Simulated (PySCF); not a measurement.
In(F)(Me)(OMe) (C₂H₆FInO), SMILES [O](C)[In]([CH3])[F]. Atoms are numbered in the order given.

```xyz
11

In     0.0660     0.0570     0.2856
F     -0.2660    -1.0307     1.9084
C      1.0288     1.9868     0.3960
H      2.0572     1.8350     0.7732
H      0.4571     2.6120     1.1065
H      1.0484     2.4537    -0.6050
O     -0.7016    -0.9778    -1.2719
C     -0.5609    -0.5401    -2.6036
H      0.2260    -1.1174    -3.1471
H     -1.5178    -0.6994    -3.1537
H     -0.3041     0.5428    -2.7209
```

The structure is a stationary point at PBE-D3(BJ)/def2-SVP. The structure was generated by enumeration; whether it is a known compound was not checked. The def2 effective core potentials stand for the cores of In; spin–orbit coupling is left out. The values are those of a single conformer.

Method: PBE/def2-TZVP (PySCF).

ESP charges are fitted to the potential on shells at 1.4 to 2.0 van der Waals radii. Atomic charges (e):

| atom | ESP fit | Löwdin | Mulliken |
|---|---|---|---|
| In1 | 1.05 | 0.50 | 0.86 |
| F2 | -0.48 | -0.25 | -0.45 |
| C3 | -0.84 | -0.50 | -0.57 |
| H4 | 0.22 | 0.14 | 0.16 |
| H5 | 0.22 | 0.14 | 0.16 |
| H6 | 0.22 | 0.14 | 0.16 |
| O7 | -0.48 | -0.07 | -0.43 |
| C8 | -0.06 | -0.42 | -0.20 |
| H9 | 0.06 | 0.10 | 0.11 |
| H10 | 0.09 | 0.11 | 0.12 |
| H11 | 0.01 | 0.10 | 0.09 |
